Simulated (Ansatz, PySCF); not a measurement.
C₃H₅BO₃, SMILES O=C1OCB1CO. Atoms are numbered in the order given.

```xyz
12

O     -0.4708     1.9721    -0.4668
C     -0.6761     0.8251    -0.1967
O     -1.9144     0.2510     0.0162
C     -1.4104    -1.1089     0.2972
B      0.0709    -0.5814     0.1034
C      1.5382    -1.0226     0.2864
O      2.5321    -0.1607    -0.2259
H     -1.7954    -1.8297    -0.4434
H     -1.7145    -1.4392     1.3041
H      1.6354    -1.1740     1.3955
H      1.7118    -2.0361    -0.1220
H      2.2176     0.7509    -0.1563
```

Coordinates come from a B3LYP-D3(BJ)/def2-SVP optimisation. This is a generated structure with no PubChem entry under its InChIKey; it may be hypothetical. Other conformers were not sampled.

Two levels are set side by side: PBE-D3(BJ)/def2-SVP (Ansatz, a quantum-chemistry and plane-wave program) and B3LYP-D3(BJ)/def2-SVP (Ansatz). Each level has its own optimised geometry; the coordinates shown are those of the second. Frequencies come from the Hessian of PySCF at each geometry. Differences are taken from unrounded values.

```tsv
quantity	B3LYP-D3(BJ)	PBE-D3(BJ)	PBE-D3(BJ) minus B3LYP-D3(BJ)
mean bond length (Å)	1.301	1.309	0.007
bond O1–C2 (Å)	1.196	1.207	0.011
bond C2–O3 (Å)	1.381	1.395	0.014
bond C2–B5 (Å)	1.621	1.623	0.002
bond O3–C4 (Å)	1.477	1.487	0.010
bond C4–B5 (Å)	1.584	1.586	0.002
bond B5–C6 (Å)	1.543	1.542	-0.001
bond C6–O7 (Å)	1.412	1.411	-0.001
bond C4–H8 (Å)	1.103	1.111	0.008
bond C4–H9 (Å)	1.103	1.111	0.008
bond C6–H10 (Å)	1.124	1.138	0.015
bond C6–H11 (Å)	1.106	1.115	0.008
bond O7–H12 (Å)	0.967	0.976	0.009
highest harmonic wavenumber (cm⁻¹)	3805	3691	-115
mean harmonic wavenumber (cm⁻¹)	1243	1201	-42
zero-point energy (kcal/mol)	53.29	51.50	-1.79
```

GGA bonds tend to be longer and softer than those of functionals with exact exchange. Differences between two approximate levels are no errors against the true value.
